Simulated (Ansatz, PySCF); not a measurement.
This PySCF input computes a PBE/def2-TZVPD energy:

```python
from pyscf import gto, scf, dft

mol = gto.M(
    atom='''
    Al   -0.00000000   -0.00000000   -0.06497518
    O    -0.00000000   -0.00000000   -1.66227602
    F     0.00000000    0.00000000    1.57143173
    ''',
    basis='def2-tzvpd',
    charge=0,
    spin=0,
    verbose=4,
)

mf = dft.RKS(mol, xc='pbe').density_fit(auxbasis='def2-universal-jkfit')
mf.grids.level = 3
mf.conv_tol = 1e-9
mf.max_cycle = 100
mf.max_memory = 1500
mf.kernel()
if not mf.converged:
    mf = mf.newton()
    mf.kernel(mf.make_rdm1())
mf.analyze()
```

Q: Write an input for the same energy in Ansatz (an electronic-structure program) and say what it gives.

A: 
Ansatz 0.2 input:
```yaml
crystal:
  periodic: [false, false, false]
  atoms:
    - {symbol: Al, position_ang: [-0.00000000, -0.00000000, -0.06497518]}
    - {symbol: O, position_ang: [-0.00000000, -0.00000000, -1.66227602]}
    - {symbol: F, position_ang: [0.00000000, 0.00000000, 1.57143173]}
basis:
  gaussian:
    orbitals: def2-TZVPD
hamiltonian:
  xc: {name: PBE}
output: {forces: true}
```
It gives -417.33679 Eh, and PySCF -417.33683 Eh, a difference of 0.04 mEh, from the treatment of integrals and grids.
